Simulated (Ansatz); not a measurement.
Cost and result for the atomization energy of CH8AlNOSi, SMILES `C[NH][AlH][O][SiH3]` (13 atoms, 12 bonds).

```xyz
13

C     0.3647    1.7066    1.0991
N     0.9607    1.5187   -0.2068
Al    0.7911    0.1571   -1.3120
O    -0.1833   -1.1386   -0.8505
Si   -1.1620   -2.2236   -0.1525
H    -0.2563    0.8444    1.3522
H    -0.2803    2.5924    1.1393
H     1.1172    1.8065    1.8903
H     1.5425    2.2983   -0.4757
H     1.5332    0.1513   -2.6988
H    -1.6380   -1.7282    1.1701
H    -2.3485   -2.4771   -1.0136
H    -0.4410   -3.5077    0.0590
```

Charge 0, multiplicity 1. Geometry: relaxed with PBE0-D4/def2-TZVP. It is one conformer, not always the lowest. Program: Ansatz. All runs use 4 threads of an Arm Neoverse V1 on a shared host. Times are those of one run each, without the atoms' runs, and a repeat can differ threefold. Electronic energies, without spin–orbit coupling; frozen cores. CCSD(T)/CBS adds CCSD(T) − MP2 in def2-TZVPP to the MP2 limit, and its time is that of the two runs behind it. T1 = 0.011. B3LYP takes the VWN-RPA correlation (the form of Gaussian; ORCA's B3LYP/G).

CCSD(T)/CBS is a level of theory with its own doubt, some kJ/mol a heavy atom from the limit and from the frozen cores, so smaller differences don't rank the functionals.

```json
{"level": "PBE-D4/def2-TZVPP (with forces)", "functions": "289", "wall time": "3.5 s", "atomization (kcal/mol)": "1095.2", "difference from CCSD(T)/CBS": "-1.2", "per bond": "-0.1"}
{"level": "PBE0-D4/def2-TZVPP", "functions": "289", "wall time": "4.2 s", "atomization (kcal/mol)": "1081.4", "difference from CCSD(T)/CBS": "-15.0", "per bond": "-1.2"}
{"level": "r2SCAN-D4/def2-TZVPP (with forces)", "functions": "289", "wall time": "6 s", "atomization (kcal/mol)": "1091.4", "difference from CCSD(T)/CBS": "-5.0", "per bond": "-0.4"}
{"level": "B3LYP-D4/def2-TZVPP (with forces)", "functions": "289", "wall time": "7 s", "atomization (kcal/mol)": "1094.2", "difference from CCSD(T)/CBS": "-2.2", "per bond": "-0.2"}
{"level": "B2PLYP/def2-TZVPP", "functions": "289", "wall time": "7 s", "atomization (kcal/mol)": "1082.6", "difference from CCSD(T)/CBS": "-13.8", "per bond": "-1.1"}
{"level": "ωB97X-V/def2-TZVPP", "functions": "289", "wall time": "11 s", "atomization (kcal/mol)": "1098.4", "difference from CCSD(T)/CBS": "2.0", "per bond": "0.2"}
{"level": "ωB97M-V/def2-TZVPP (with forces)", "functions": "289", "wall time": "16 s", "atomization (kcal/mol)": "1096.2", "difference from CCSD(T)/CBS": "-0.2", "per bond": "0.0"}
{"level": "MP2/def2-QZVPP", "functions": "551", "wall time": "32 s", "atomization (kcal/mol)": "1095.5", "difference from CCSD(T)/CBS": "-0.9", "per bond": "-0.1"}
{"level": "CCSD(T)/def2-TZVPP", "functions": "289", "wall time": "4.2 min", "atomization (kcal/mol)": "1066.1", "difference from CCSD(T)/CBS": "-30.3", "per bond": "-2.5"}
{"level": "CCSD(T)/CBS(def2)", "functions": "–", "wall time": "4.7 min", "atomization (kcal/mol)": "1096.4", "difference from CCSD(T)/CBS": "0.0", "per bond": "0.0"}
```

In def2-TZVPP, CCSD(T) changes the Hartree–Fock value by +260.7 kcal/mol (the triples alone add +12.5 kcal/mol) and MP2 by +271.8 kcal/mol; breaking electron pairs costs correlation energy, which Hartree–Fock lacks. The D4 term adds +9.6 kcal/mol with B3LYP and +5.1 kcal/mol with PBE0; it sums over pairs of atoms, weighted by their polarisabilities, and B3LYP, whose exchange is more repulsive, gets the larger term. From PBE to PBE0 (25 % exact exchange), in def2-TZVPP and without D4, the atomization energy moves by −12.9 kcal/mol: exact exchange takes away binding that semilocal exchange gives to molecules.
